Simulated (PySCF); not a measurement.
# Working out the ionisation energy of Co

Co [Ar] 3d7 4s2 (4F) → Co+ [Ar] 3d8 (3F). All numbers are calculated (PySCF 2.14, the spin-free X2C one-electron Hamiltonian (Gaussian nucleus), in aug-cc-pVDZ-DK). Frozen: [Ar]. Energies in hartree (1 hartree = 27.21139 eV):

```json
{"part": "UHF", "Co (lower)": "-1391.879283", "Co+ (upper)": "-1391.575160"}
{"part": "MP2 opposite-spin", "Co (lower)": "-0.132408", "Co+ (upper)": "-0.150436"}
{"part": "MP2 same-spin", "Co (lower)": "-0.085449", "Co+ (upper)": "-0.094932"}
```

What does Hartree-Fock give?

(-1391.575160) − (-1391.879283) = 0.304123 hartree = 8.276 eV.

What do MP2 and SCS-MP2 (6/5 opposite-spin, 1/3 same-spin) give?

The opposite-spin parts differ by -0.491 eV and the same-spin parts by -0.258 eV. MP2: 8.276 + (-0.491) + (-0.258) = 7.527 eV. SCS-MP2: 8.276 + 1.2 × (-0.491) + (-0.258)/3 = 7.601 eV.

Measured between the centres of the two terms (NIST): 7.869 eV, so MP2 (valence) is off by -0.342 eV.

A double-zeta basis recovers only part of the correlation energy.

What remains against the reference includes basis incompleteness, the frozen core and correlation beyond second order.
